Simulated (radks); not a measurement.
The ytterbium ion Yb+, 69 electrons, occupied as [Xe] 4f14 6s1.

Calculated with a radial shooting solver on a logarithmic mesh with Libxc functionals: scalar-relativistic Kohn-Sham, PBEsol, spin-polarised, spherical densities, finite nucleus; open shells are filled with parallel spins first (spin-orbit coupling, left out, can overturn this in heavy ions); Fermi nuclear charge, rms radius 5.3108 fm; hard spherical wall at 10 bohr.

Energy parts (eV):
| part | energy |
|---|---|
| total | -382416.39 |
| kinetic | 416602.55 |
| electron-nucleus | -940936.43 |
| Hartree | 149760.98 |
| exchange-correlation | -7843.50 |

Orbitals (lengths in bohr, moments of r in powers of bohr):
orbital  occ.  eigenvalue (eV)      <r>
1s up       1        -61210.15  0.01967
1s down     1        -61210.14  0.01967
2s up       1        -10376.95  0.08336
2s down     1        -10376.95  0.08336
2p up       3        -9149.205  0.07416
2p down     3        -9149.200  0.07416
3s up       1        -2343.864   0.2168
3s down     1        -2343.870   0.2168
3p up       3        -1973.634   0.2163
3p down     3        -1973.639   0.2163
3d up       5        -1522.182   0.1961
3d down     5        -1522.184   0.1961
4s up       1        -466.1398   0.4881
4s down     1        -466.1509   0.4881
4p up       3        -344.5749   0.5184
4p down     3        -344.5838   0.5184
4d up       5        -184.4738   0.5603
4d down     5        -184.4783   0.5602
4f up       7          -9.7633   0.7890
4f down     7          -9.7326   0.7828
5s up       1         -61.7488    1.209
5s down     1         -61.6919    1.207
5p up       3         -34.2833    1.450
5p down     3         -34.1475    1.444
5d up       0          -6.7449    2.794
5d down     0          -6.0347    2.684
6s up       1          -9.6565    3.496
6s down     0          -8.6440    3.465
6p up       0          -5.7330    4.418
6p down     0          -4.6586    4.410
7s up       0          -1.8117    6.002
7s down     0          -0.8399    6.052

The highest occupied level is 6s up at -9.656 eV. Summed over all electrons, <r^2> = 50.36 bohr^2, which gives a Langevin (diamagnetic) susceptibility term of -39.9 x 10^-6 cm^3/mol. The spin density at the nucleus is 48.41 e/bohr^3 (1s 0.17, 2s 0.05, 3s 0.10, 4s -0.05, 5s -0.81, 6s 48.95). The density falls to 0.001 e/bohr^3 at r = 4.32 bohr. The pressure on the wall is 0.00538 GPa.
